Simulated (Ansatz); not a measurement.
`F[SiH](F)[GeH3]` → `[F][GeH3]` + `F[SiH]` at 400 K and 1 bar (silylene formation by 1,1-elimination).

Calculated with Ansatz (gas phase, PBE0-D4/def2-TZVP geometries, no zero-point term in ΔE). CBS: MP2 limit from def2 TZ/QZ plus the TZ coupled-cluster correction, frozen cores. This one scheme is used for every species. For Ge outer-core shells are correlated without core-valence functions, which leaves a few kJ/mol of doubt a bond. Scalar relativity is left out up to krypton.

```json
{"species": "`F[SiH](F)[GeH3]`", "CCSD(T)/CBS energy (Eh)": "-2567.30741", "H − E (kJ/mol)": "130.8", "S (J/(mol·K))": "376.4"}
{"species": "`[F][GeH3]`", "CCSD(T)/CBS energy (Eh)": "-2177.72589", "H − E (kJ/mol)": "83.9", "S (J/(mol·K))": "268.6"}
{"species": "`F[SiH]`", "CCSD(T)/CBS energy (Eh)": "-389.46371", "H − E (kJ/mol)": "36.4", "S (J/(mol·K))": "250.8"}
```

H − E and S are ideal-gas, rigid-rotor, harmonic terms from PBE0-D4/def2-TZVP. 1 Eh = 2625.50 kJ/mol, R = 8.31446 J/(mol·K).

Q: By hand: ΔE, ΔH, ΔS and ΔG.

A: ΔE = (-2177.72589) + (-389.46371) − (-2567.30741) = 0.11781 Eh = 309.3 kJ/mol. Δ(H − E) = 83.9 + 36.4 − 130.8 = -10.5, so ΔH = 298.8 kJ/mol. ΔS = 268.6 + 250.8 − 376.4 = 143.0 J/(mol·K). ΔG = 298.8 − 400 × (143.0)/1000 = 241.6 kJ/mol.

Q: By hand: the equilibrium constant, and the temperature at which ΔG would vanish if ΔH and ΔS stayed fixed.

A: log₁₀ K = −ΔG/(RT ln 10) = -31.5. ΔG = 0 at ΔH/ΔS = 2090 K.

The number of gas molecules changes by +1, which sets the sign of ΔS. A doubt of 5 kJ/mol in ΔE shifts log₁₀ K by 0.7 here. These are equilibria of isolated gas molecules and say nothing of rates. Largest T1 diagnostic: 0.015 (customary marks: 0.02 for closed shells, 0.045 for open ones).
